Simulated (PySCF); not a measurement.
GeH₄ + 2 O₂ → GeO₂ + 2 H₂O

Level: B3LYP in the def2-TZVP basis family, all electrons, no relativity, computed in PySCF with density fitting; open shells unrestricted.

```tsv
species	state and structure	E (Eh)	ZPE (kJ/mol)	H(298 K) − H(0) (kJ/mol)	S° (J/(mol K))
GeH₄	singlet, Td, Ge–H 1.536 Å (×4)	-2079.44179	77.3	10.7	217.5
O₂	triplet, D∞h, O–O 1.204 Å	-150.38977	9.8	8.7	205.0
GeO₂	singlet, D∞h, Ge–O 1.624 Å (×2)	-2227.51784	14.2	11.8	245.6
H₂O	singlet, C2v, O–H 0.963 Å (×2); H–O–H 105.2°	-76.46303	55.6	9.9	188.8
```

(1) What is the electronic reaction energy?

(2) Add zero-point, thermal and entropy terms for 298.15 K and 1 bar.

## Answers

(1) At B3LYP/def2-TZVP, ΔE = -584.4 kJ/mol from the differences of the total energies times 2625.5, downhill. 

(2) ΔZPE = 28.5 and Δ[H(298) − H(0)] = 3.5 kJ/mol give ΔH° = -552.4 kJ/mol. ΔS° = -4.3 J/(mol K), so ΔG° = -552.4 − 298.15 × (-0.0043) = -551 kJ/mol.

The structures come from searches over a few start shapes, so lower isomers are not excluded.
